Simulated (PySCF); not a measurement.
**Electron correlation in As⁺ (arsenic, charge +1)**

[Ar] 3d10 4s2 4p2, high-spin 3P determinant. Computed with PySCF 2.14 in x2c-TZVPall, with scalar relativity by spin-free X2C-1e. Frozen: [Ar] 3d10; 4 electrons correlated.

MP2 pair energies summed by pair of shells (mhartree):

```csv
pair,energy,share (%)
4s-4p,-32.65,61.9
4s-4s,-14.90,28.3
4p-4p,-5.19,9.8
```

Total MP2 correlation energy: -52.74 mhartree.

Same-spin part -8.81 and opposite-spin part -43.93 mhartree; SCS-MP2 scales them by 1/3 and 6/5 to -55.65 mhartree.

```
  level  correlation energy (mhartree)
   CCSD                         -67.72
    (T)                          -1.58
CCSD(T)                         -69.30
```

Diagnostics: T1 = 0.0070, D1 = 0.0190, largest double amplitude 0.090.

Question: Is a single reference adequate?

Answer: Mostly. T1 lies below 0.03, but a double amplitude of this size points to a near-degeneracy that CCSD handles and MP2 describes poorly.
